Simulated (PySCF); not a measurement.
## How methods differ on the ionisation energy of Ni²⁷⁺

Ni²⁷⁺ 1s1 (2S) → Ni²⁸⁺ (bare nucleus), as a difference of total energies. Calculation: PySCF 2.14, in an uncontracted even-tempered set (17 s from 30 bohr⁻², ratio 2.2; 7 p from 46 bohr⁻², ratio 2.4; 4 d from 140 bohr⁻², ratio 2.4; 3 f from 210 bohr⁻², ratio 2.4; 3 g from 310 bohr⁻², ratio 2.4); the spin-free X2C one-electron Hamiltonian (Gaussian nucleus). The calculations carry no spin-orbit coupling.

```
method  ionisation energy (eV)
   UHF                 10780.5
   LDA                 10747.9
   PBE                 10776.4
  PBE0                 10777.4
r2SCAN                 10780.9
revPBE                 10779.9
  PW91                 10777.3
```

For comparison: 10775.4 eV (theoretical estimate listed by NIST; NIST Atomic Spectra Database, ionization energies).
